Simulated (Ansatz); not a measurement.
Gas-phase electronic energies from Ansatz, PBE0-D4/def2-TZVP geometries. CBS: MP2 limit from def2 TZ/QZ plus the TZ coupled-cluster correction, frozen cores. Functionals use def2-TZVPP. B3LYP here is the variant with VWN-RPA as its local correlation; programs differ in this. For Br outer-core shells are correlated without core-valence functions, which leaves a few kJ/mol of doubt a bond. Scalar relativity is left out up to krypton. Each species was taken in one conformer, which may not be the lowest.

Reaction (formal exchange of groups at a C–C bond): `O=CCBr` + `C[SiH](F)F` → `C[Si](F)(F)C=O` + `CBr`

Task: Is it downhill or uphill in electronic energy at CCSD(T)/CBS, and by how much? (Estimate.)

Result: Ansatz gave: Uphill: ΔE = +7.5 kJ/mol.

Task: What do these levels give: PBE-D4, PBE0-D4, B3LYP-D4, ωB97X-V, B3LYP, MP2/def2-TZVPP, SCS-MP2/def2-TZVPP, CCSD(T)/def2-TZVPP, HF/def2-QZVPP, MP2/def2-QZVPP, HF/CBS(def2), MP2/CBS(def2)? (Estimate.)

Result: Ansatz gave: PBE-D4 5.9, PBE0-D4 7.4, B3LYP-D4 4.2, ωB97X-V 6.0, B3LYP 6.0, MP2/def2-TZVPP 11.6, SCS-MP2/def2-TZVPP 10.2, CCSD(T)/def2-TZVPP 7.8, HF/def2-QZVPP 10.4, MP2/def2-QZVPP 11.5, HF/CBS(def2) 10.4, MP2/CBS(def2) 11.3 kJ/mol.

Largest T1 diagnostic among the species: 0.013.
